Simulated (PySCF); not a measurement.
Vertical excitations of a molecule C2H8FNOSi from PySCF with TDDFT-PBE0/def2-SVPD, as energy in eV (oscillator strength): 6.52 (0.058), 7.18 (0.023), 7.43 (0.043), 7.73 (0.001), 7.90 (0.002), 8.07 (0.008), 8.15 (0.030), 8.38 (0.022), 8.55 (0.033), 8.69 (0.018). Lowest triplet (TDA): 6.23 eV. Coordinates come from a r2SCAN-D4/def2-SVP optimisation. One conformer was computed; it need not be the lowest.

Problem. Identify the compound among the candidates.
A) CCO[Si@@H](N)F
B) CO[Si@H](F)CN
C) CNC[Si@@H](O)F
D) C[Si@@](N)(O)CF

Solution. D, C[Si@@](N)(O)CF
